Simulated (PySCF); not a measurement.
# Structure elucidation problem

The spectra below were simulated for a compound C₁₀H₁₂.

1H NMR (400 MHz, computed): δ 7.93 (s, 1H), 7.56 (m, 1H), 7.33 (d, 1H), 7.19 (d, 1H), 6.84 (m, 1H), 6.29 (m, 1H), 5.59 (m, 1H), 2.66 (q, 2H), 1.22 (t, 3H).

13C{1H} NMR (computed): δ 151.3 (C), 145.0 (CH), 141.8 (C), 134.7 (CH), 133.5 (CH), 133.5 (CH), 127.1 (CH), 117.8 (CH2), 35.3 (CH2), 22.6 (CH3).

- σ from GIAO-PBE0/pcSseg-1
- GFN2-xTB structure
- code: PySCF 2.14
- non-relativistic Hamiltonian, one conformer, no solvent, equivalent nuclei averaged

Shifts are taken against calculated references (same method and geometry level): 1H (σ = 31.72 ppm) and 13C (σ = 186.93 ppm) against TMS.

Choose the structure that fits.
A. c1ccc2c(c1)CCCC2
B. CC1=C/C=C\C=C/C=C\1C
C. C=Cc1cccc(CC)c1
D. C/C=C\C=C/C#CC1CC1
E. CC(C)c1ccc2c(c1)C2

Answers

C. 

1. Rings plus π bonds: 5 (1 ring in the answer).
2. 10 carbon signals for 10 carbons: no two carbons are equivalent.
3. Carbon types of the structure: 2 × C, 5 × CH, 2 × CH2, 1 × CH3, which accounts for all hydrogens.
4. δC 151.3, 141.8: substituted aromatic carbon.
5. δC 145.0: alkene CH; as expected for a trigonal carbon in a double bond.
6. δC 134.7, 133.5, 133.5, 127.1: aromatic CH; the aromatic region.
7. δC 117.8: terminal =CH2 carbon; as expected for a trigonal carbon in a double bond.
8. δH 7.93, 7.56, 7.33, 7.19: hydrogen on an aromatic CH; it sits in the deshielding region of the aromatic ring current.

The others: C/C=C\C=C/C#CC1CC1 would give 9 carbon signals, not 10; CC(C)c1ccc2c(c1)C2 would give 9 carbon signals, not 10; c1ccc2c(c1)CCCC2 would give 5 carbon signals, not 10; CC1=C/C=C\C=C/C=C\1C would give 5 carbon signals, not 10.

Shifts are as computed. Against solution values, carbons near 30 ppm lie about +3 ppm off and those near 130 ppm about +5 ppm. Of 1211 compounds with measured shifts, 218 miss one by over three times the rms of a fit or turn the order of signals round; such compounds aren't used in these exercises. No couplings were computed; multiplicities are counted from neighbouring protons, with m where these are inequivalent, close in shift, in a saturated or five-membered ring or joined by F or P, and br s for small geminal =CH2 splittings.
